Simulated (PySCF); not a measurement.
HIn (SMILES [InH]), singlet, geometry from GFN2-xTB (such geometries of metal compounds can be far from the true shape) (core potentials on In). Base run: HF/def2-SVP run with PySCF.

Here is a job for PySCF.
```python
from pyscf import gto, scf

mol = gto.Mole()
mol.atom = '''
    In   -0.00000000   -0.00000000   -0.03940380
    H     0.00000000    0.00000000    1.93078643
'''
mol.basis = 'def2-svp'
mol.ecp = {'In': 'def2-svp'}
mol.verbose = 4
mol.build()

mf = scf.RHF(mol)
mf.kernel()
```

Variants of this job, named by their change:

```tsv
change	ΔE vs base (mEh)	SCF cycles
base	0.000	8
diis_space = 4	0.000	9
init_guess = atom	0.000	8
conv_tol = 1e-12	0.000	10
init_guess = mod_huckel	0.000	7
DIIS = ADIIS	0.000	10
diis_space = 20	0.000	8
init_guess = huckel	0.000	7
conv_tol_grad = 1e-3	0.000	8
diis = off; damp = 0.3 (with mf.diis_start_cycle = 200; with mf.max_cycle = 150)	0.000	15
solver = newton	0.000	-
level_shift = 0.3 (with mf.max_cycle = 100)	0.000	13
damp = 0.5; diis_start_cycle = 5	0.000	11
```
